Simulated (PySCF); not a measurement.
**How methods differ on the excitation energy of Cd**

Cd [Kr] 4d10 5s2 (1S) → Cd [Kr] 4d9 5s2 5p1 (high-spin determinant), as a difference of total energies. All numbers are calculated (PySCF 2.14, the spin-free X2C one-electron Hamiltonian (Gaussian nucleus), in ANO-RCC-VTZP (7s6p4d2f1g, 68 functions)). Correlated levels: valence and next inner shell: [Ar] 3d10 frozen. The calculations carry no spin-orbit coupling.

| method | excitation energy (eV) |
| --- | --- |
| UHF | 10.849 |
| MP2 (valence and next inner shell) | 12.183 |
| SCS-MP2 (valence and next inner shell) | 12.019 |
| CCSD (valence and next inner shell) | 11.794 |
| CCSD(T) (valence and next inner shell) | 11.871 |

Q: How much does correlation contribute at CCSD(T) (valence and next inner shell)?

A: 11.871 − (10.849) = 1.022 eV, measured against UHF.

A first-order spin-orbit estimate (lowest level to lowest level, LS coupling) adds -0.208 eV.

The upper state lies above the first ionisation limit, where it may autoionise and the basis confines it.

The basis was made for the ground configuration and has no added diffuse functions, so the excitation energy can come out too high.

The determinant of the upper state mixes LS terms, which raises its energy above the lowest term, most at the Hartree-Fock and MP2 levels.
